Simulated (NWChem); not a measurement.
System: TiSClF; SMILES [F][Ti](=[S])[Cl]

NWChem input:

```
start job
memory heap 200 mb stack 900 mb global 1100 mb
geometry units angstroms noautoz
  Ti    -0.320081    -0.060707     0.217405
  S      0.859514    -1.729729    -0.090728
  F     -1.962076    -0.262461    -0.379340
  Cl     0.711296     1.869943    -0.091605
end
basis spherical
  Ti library aug-pcseg-1
  S library aug-pcseg-1
  F library aug-pcseg-1
  Cl library aug-pcseg-1
end
dft
  xc pbe0
  iterations 150
  mulliken
end
task dft energy
```

All runs use the structure optimised with PBE-D3(BJ)/def2-SVP.

**Question.** Give the results of this calculation. (PBE0/aug-pcseg-1.) Quantities: basis functions; energy (Ha); highest occupied level (eV); orbital gap (eV); dipole (D).

**Answer.** 
```yaml
number_of_basis_functions: 124
energy (Ha): -1807.13
highest occupied level (eV): -7.98
orbital gap (eV): 3.97
dipole (D): 2.68
```
